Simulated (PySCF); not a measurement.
**Electron correlation in Hg²⁺ (mercury, charge +2)**

[Xe] 4f14 5d10, closed-shell 1S. All numbers are calculated (PySCF 2.14, the spin-free X2C one-electron Hamiltonian (Gaussian nucleus), in x2c-TZVPPall with one added diffuse shell each of s, p, d, f type (12s8p8d4f1g, 113 functions)). Frozen: [Xe] 4f14; 10 electrons correlated.

| level | correlation energy (mhartree) |
| --- | --- |
| CCSD | -289.27 |
| (T) | -8.14 |
| CCSD(T) | -297.41 |

Diagnostics: T1 = 0.0022, D1 = 0.0031, largest double amplitude 0.016.

Task: Is a single reference adequate?

Result: Yes, within this model without spin-orbit coupling: T1 lies below 0.03 and no double amplitude reaches 0.07.
